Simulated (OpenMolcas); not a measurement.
## F3+: effect of the level shift or regulariser

```json
{
  "Program": "OpenMolcas",
  "Basis": "ANO-RCC-VTZP [4s3p2d1f]",
  "Scalar Hamiltonian": "DKH2, point nucleus",
  "Active space": "2 electrons in 3 orbitals (2p)",
  "State averaging": "2S+1 = 3 even, 3 roots; 2S+1 = 1 even, 6 roots",
  "Spin-orbit coupling": "RASSI with atomic mean-field integrals over the reference wave functions, term energies averaged over their components"
}
```

Methods on the same reference wave functions:
A. CASSCF
B. SS-CASPT2, IPEA 0.25 Eh, imaginary shift 0.1 Eh (closed shells correlated: 1s 2s)
C. SS-CASPT2, IPEA 0.25 Eh, real shift 0.2 Eh (closed shells correlated: 1s 2s)
D. SS-CASPT2, IPEA 0.25 Eh, sigma2 regulariser 0.3 Eh (closed shells correlated: 1s 2s)

Energies in cm-1 above 2s2 2p2 3P0, the measured ground level; measured values from Moore, Atomic Energy Levels, vol. I, NSRDS-NBS 35 (1971 reprint of NBS Circular 467, 1949).

| Level | A | B | C | D | Measured |
| --- | --- | --- | --- | --- | --- |
| 2s2 2p2 3P0 | 0.0 | 0.0 | 0.0 | 0.0 | 0.0 |
| 2s2 2p2 3P1 | 230 | 231 | 231 | 231 | 225 |
| 2s2 2p2 3P2 | 674 | 675 | 675 | 675 | 613 |
| 2s2 2p2 1D2 | 27763 | 25940 | 25940 | 25940 | 25241 |
| 2s2 2p2 1S0 | 68290 | 58460 | 58520 | 58460 | 53544 |

Deviations, from unrounded energies. A percentage is the sum of absolute deviations over the sum of measured energies, with the sign that they share, or ± where signs differ.

```
                        Against measurement  Levels      A     B     C     D
             mean absolute deviation (cm-1)       4   4300  1400  1400  1400
      fine structure of the ground term (%)       2   +7.8  +8.0  +8.0  +8.0
other terms of the ground configuration (%)       2  +21.9  +7.1  +7.2  +7.1
```

B, C, D lie about equally close to measurement and A furthest from it. The largest miss of D in the table is 2s2 2p2 1S0, by +4900 cm-1. The ranking rests on the paired levels alone, and a cruder setting can come out closer through cancelling errors.

Among B to D the level of the table that moves most is 2s2 2p2 1S0, by 55 cm-1 (lowest in D, highest in C). Moves below CASPT2's spread within the term are not significant.

The mean deviations of B to D differ by less than CASPT2's widest spread within a term (69 cm-1), so their order carries little weight.

From A to B the spin-free energies of the other terms of 2s2 2p2 shown, above 3P, scale by factors of 0.86 to 0.93.

The lowest spin-free term lies below A's lowest term by 0.089 hartree in B, 0.089 hartree in C, 0.089 hartree in D.

CASPT2 breaks the degeneracy within a term, and the mean is taken; among the terms shown or strongly mixed into the levels shown the widest spread is 69 cm-1 (2s2 2p2 1D, C). With the s shell closed, the reference lacks s² → p² mixing. Computed and measured levels are paired by configuration, term and J; levels that our copy of the source lacks, or whose pairing is in doubt (as where it misses far off the trend of its configuration), stay unpaired and out of the deviations. Levels of configurations outside the active space are missing.
